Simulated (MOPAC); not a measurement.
Job for MOPAC: AM1 on H3NOSi (SMILES N[Si]O), a point of a torsion scan.

```
AM1 1SCF PRECISE CHARGE=0 THREADS=1
H3NOSi

N     -0.99949238 1    -0.07419211 1     0.16555340 1
Si     0.35946166 1    -0.99067853 1     0.66719958 1
O      1.56106425 1    -0.26987555 1    -0.20020915 1
H     -1.92123537 1    -0.19681484 1     0.54731377 1
H     -0.96118275 1     0.68330129 1    -0.50533053 1
H      1.84744935 1    -0.51742682 1    -1.07238489 1
```

It printed:

```
*******************************************************************************
 **                                                                           **
 **                              MOPAC v23.2.5                                **
 **                                                                           **
 *******************************************************************************
 ** MOPAC's Digital Object Identifier: https://doi.org/10.5281/zenodo.6511958 **
 **                                                                           **
 ** Please cite the open-source release paper for use of this MOPAC version:  **
 ** J. E. Moussa and J. J. P. Stewart (2026)                                  **
 ** MOPAC: An open-source semiempirical molecular orbital program             **
 ** J. Open Source Softw., 11(119), 8025, https://doi.org/10.21105/joss.08025 **
 *******************************************************************************

                              AM1 CALCULATION RESULTS

 *******************************************************************************
 *  AM1        - The AM1 Hamiltonian to be used
 *
 *
 *
 *                 CHARGE ON SYSTEM = 0
 *
 *
 *
 *  PRECISE    - TIGHTER CRITERIA TO BE USED
 *  1SCF       - DO 1 SCF AND THEN STOP
 *  THREADS=1  - MULTI-THREADING NOT USED
 *  T=         - A TIME OF 172800.0 SECONDS REQUESTED
 *  DUMP=N     - RESTART FILE WRITTEN EVERY 7200.0 SECONDS REQUESTED
 *******************************************************************************
AM1 1SCF PRECISE CHARGE=0 THREADS=1
 H3NOSi

   ATOM   CHEMICAL          X               Y               Z
  NUMBER   SYMBOL      (ANGSTROMS)     (ANGSTROMS)     (ANGSTROMS)

     1       N         -0.99949238  *  -0.07419211  *   0.16555340  *
     2      Si          0.35946166  *  -0.99067853  *   0.66719958  *
     3       O          1.56106425  *  -0.26987555  *  -0.20020915  *
     4       H         -1.92123537  *  -0.19681484  *   0.54731377  *
     5       H         -0.96118275  *   0.68330129  *  -0.50533053  *
     6       H          1.84744935  *  -0.51742682  *  -1.07238489  *



          CARTESIAN COORDINATES

    NO.       ATOM           X           Y           Z

     1         N         -0.9995     -0.0742      0.1656
     2        Si          0.3595     -0.9907      0.6672
     3         O          1.5611     -0.2699     -0.2002
     4         H         -1.9212     -0.1968      0.5473
     5         H         -0.9612      0.6833     -0.5053
     6         H          1.8474     -0.5174     -1.0724

  H: (AM1): M.J.S. DEWAR ET AL, J. AM. CHEM. SOC. 107 3902-3909 (1985)
  N: (AM1): M.J.S. DEWAR ET AL, J. AM. CHEM. SOC. 107 3902-3909 (1985)
  O: (AM1): M.J.S. DEWAR ET AL, J. AM. CHEM. SOC. 107 3902-3909 (1985)
 Si: (AM1): M.J.S.DEWAR, C. JIE, ORGANOMETALLICS, 6, 1486-1490 (1987).

           Empirical Formula: H3 N O Si  =     6 atoms



      MOLECULAR POINT GROUP   :   C1


      RHF CALCULATION, NO. OF DOUBLY OCCUPIED LEVELS = 9


 -------------------------------------------------------------------------------
 AM1 1SCF PRECISE CHARGE=0 THREADS=1
 H3NOSi



     1SCF WAS SPECIFIED, SO BFGS WAS NOT USED
     SCF FIELD WAS ACHIEVED


                              AM1 CALCULATION
                                                       MOPAC v23.2.5 Linux




          FINAL HEAT OF FORMATION =        -58.15823 KCAL/MOL =    -243.33405 KJ/MOL


          COSMO AREA              =         96.16 SQUARE ANGSTROMS
          COSMO VOLUME            =         82.63 CUBIC ANGSTROMS

          IONIZATION POTENTIAL    =          7.241699 EV
          HOMO LUMO ENERGIES (EV) =         -7.242  0.239
          NO. OF FILLED LEVELS    =          9
          MOLECULAR WEIGHT        =         61.1153         POINT GROUP:  C1

          MOLECULAR DIMENSIONS (Angstroms)

            Atom       Atom       Distance
            H     6    H     4     4.11451
            H     5   Si     2     2.26922
            H     6    O     3     0.62894


          SCF CALCULATIONS        =          1





   ATOM   CHEMICAL          X               Y               Z
  NUMBER   SYMBOL      (ANGSTROMS)     (ANGSTROMS)     (ANGSTROMS)

     1       N         -0.99949238  *  -0.07419211  *   0.16555340  *
     2      Si          0.35946166  *  -0.99067853  *   0.66719958  *
     3       O          1.56106425  *  -0.26987555  *  -0.20020915  *
     4       H         -1.92123537  *  -0.19681484  *   0.54731377  *
     5       H         -0.96118275  *   0.68330129  *  -0.50533053  *
     6       H          1.84744935  *  -0.51742682  *  -1.07238489  *

                             CARTESIAN COORDINATES

   1    N       -0.999492380    -0.074192110     0.165553400
   2   Si        0.359461660    -0.990678530     0.667199580
   3    O        1.561064250    -0.269875550    -0.200209150
   4    H       -1.921235370    -0.196814840     0.547313770
   5    H       -0.961182750     0.683301290    -0.505330530
   6    H        1.847449350    -0.517426820    -1.072384890


           Empirical Formula: H3 N O Si  =     6 atoms



      MOLECULAR POINT GROUP   :   C1


                  EIGENVALUES
 -35.89003 -32.04985 -18.43267 -16.47943 -15.60328 -13.58229 -12.59219 -10.70617
  -7.24170   0.23938   2.01927   2.88726   5.19403   5.94439   6.33984


              NET ATOMIC CHARGES AND DIPOLE CONTRIBUTIONS

  ATOM NO.   TYPE          CHARGE      No. of ELECS.   s-Pop       p-Pop
    1          N          -0.665794        5.6658     1.53985     4.12595
    2         Si           0.734965        3.2650     1.43454     1.83050
    3          O          -0.682513        6.6825     1.81453     4.86798
    4          H           0.190307        0.8097     0.80969
    5          H           0.166063        0.8339     0.83394
    6          H           0.256971        0.7430     0.74303
 DIPOLE           X         Y         Z       TOTAL
 POINT-CHG.    -0.895    -2.649     1.256     3.065
 HYBRID        -0.468     3.011    -3.288     4.483
 SUM           -1.363     0.362    -2.032     2.474


          ATOMIC ORBITAL ELECTRON POPULATIONS

     Atom    s        px        py        pz
    1  N   1.53985   1.23909   1.42309   1.46377
    2 Si   1.43454   0.40742   0.70631   0.71677
    3  O   1.81453   1.73218   1.77143   1.36438
    4  H   0.80969
    5  H   0.83394
    6  H   0.74303

 **********************
 *                    *
 * JOB ENDED NORMALLY *
 *                    *
 **********************




 == MOPAC DONE ==
```

The run finished.

Cost: around 0.010 core-seconds (rough).
